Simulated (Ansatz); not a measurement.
`[OH][SbH2]` and `[OH][SbH][SiH3]` differ in one atom or group.

Ansatz, PBE0-D4/def2-TZVP geometries, multiplicity 1. Each molecule was computed in one conformer, which needn't be the lowest.

Elements past krypton have def2 core potentials.

```json
{"property": "LUMO energy (PBE/def2-TZVPP) / eV", "`[OH][SbH2]`": "-1.93"}
{"property": "HOMO energy (PBE0/def2-TZVPP) / eV", "`[OH][SbH2]`": "-7.39"}
{"property": "zero-point energy (PBE0-D4/def2-TZVP) / kJ/mol", "`[OH][SbH2]`": "70.0"}
{"property": "ideal-gas entropy at 298 K and 1 bar (rigid rotor, harmonic PBE0-D4/def2-TZVP) / J/(mol·K)", "`[OH][SbH2]`": "277"}
{"property": "size of the dipole moment (B3LYP/def2-TZVPP) / D", "`[OH][SbH2]`": "1.97"}
{"property": "HOMO energy (B3LYP/def2-TZVPP) / eV", "`[OH][SbH2]`": "-7.23"}
```

(1) What does the change do to each property? (Best estimate.)

## Answers

(1) Computed: 
```
                                                                                  property  `[OH][SbH][SiH3]`  shift
                                                         LUMO energy (PBE/def2-TZVPP) / eV              -2.12  -0.19
                                                        HOMO energy (PBE0/def2-TZVPP) / eV              -7.04   0.35
                                            zero-point energy (PBE0-D4/def2-TZVP) / kJ/mol              117.2   47.2
ideal-gas entropy at 298 K and 1 bar (rigid rotor, harmonic PBE0-D4/def2-TZVP) / J/(mol·K)                342     65
                                          size of the dipole moment (B3LYP/def2-TZVPP) / D               1.68  -0.29
                                                       HOMO energy (B3LYP/def2-TZVPP) / eV              -6.86   0.37
```

With PBE0 the HOMO rises by 0.35 eV and the LUMO falls by 0.20 eV, so the gap narrows by about 0.55 eV. PBE moves the HOMO by 0.26 eV and ωB97M-V by 0.47 eV. The zero-point energy changes by 47.2 kJ/mol with +9 modes. Dipoles are sizes alone; their direction can turn.

B3LYP here is the variant with VWN-RPA as its local correlation; programs differ in this.

Spin–orbit coupling is left out; it splits and shifts lone-pair levels of the heavy atoms by tenths of an eV.
